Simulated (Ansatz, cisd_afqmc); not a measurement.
System: SOF2, charge 0, singlet. SOF2 (SMILES O=S(F)F).
B3LYP-D3(BJ)/def2-TZVP minimum from Ansatz (an electronic-structure program):
```
S
O 1 1.4239
F 1 1.6063 2 106.51
F 1 1.6063 2 106.51 3 98.37
```
Charge 0, spin multiplicity 1.

Total energies in cc-pV(Q+d)Z, 26 correlated electrons, 8 frozen orbitals. UHF or UKS for unpaired electrons; spin-orbit terms are left out. Correlated methods leave the cores frozen. No relativity. AFQMC is phaseless with a CISD trial state; ± is one standard error, without the phaseless bias. Outlying blocks are dropped, and bars are widened where a walk drifts. Over all cases where full CI ran beside it in this data, AFQMC minus full CI had a median of +0.1 mEh and passed +0.4 mEh in a tenth of the cases.

```tsv
method	program	energy (Eh)	minus AFQMC/CISD (mEh)
HF	Ansatz	-671.39434	1048.8 ± 0.4
MP2	Ansatz	-672.40779	35.4 ± 0.4
CCSD	Ansatz	-672.39820	45.0 ± 0.4
CCSD(T)	Ansatz	-672.44107	2.1 ± 0.4
AFQMC/CISD	cisd_afqmc	-672.4432 ± 0.0004	0.0
```
